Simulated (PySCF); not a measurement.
## Working out the ionisation energy of Xe²⁺

Xe²⁺ [Kr] 4d10 5s2 5p4 (3P) → Xe³⁺ [Kr] 4d10 5s2 5p3 (4S). All numbers are calculated (PySCF 2.14, a scalar-relativistic core potential, in def2-QZVPPD with the def2 core potential (28 electrons) (8s7p5d4f1g, 91 functions)). Frozen: 4s2 4p6 4d10. Energies in hartree (1 hartree = 27.21139 eV):

| part | Xe²⁺ (lower) | Xe³⁺ (upper) |
| --- | --- | --- |
| UHF | -327.141166 | -326.061579 |
| CCSD correlation | -0.120789 | -0.087265 |
| (T) | -0.003506 | -0.002411 |

Q: What does Hartree-Fock give?

A: (-326.061579) − (-327.141166) = 1.079587 hartree = 29.377 eV.

Q: What do CCSD and CCSD(T) give?

A: The CCSD correlation energies differ by 0.033524 hartree = 0.912 eV and the triples by 0.001095 hartree = 0.030 eV, so CCSD gives 30.289 eV and CCSD(T) 30.319 eV.

Reference: 31.05 ± 0.04 eV (semi-empirical (NIST evaluation); NIST Atomic Spectra Database, ionization energies), between the lowest levels; spin-orbit coupling is absent from the calculation.

What remains against the reference includes basis incompleteness, the frozen core and higher excitations.
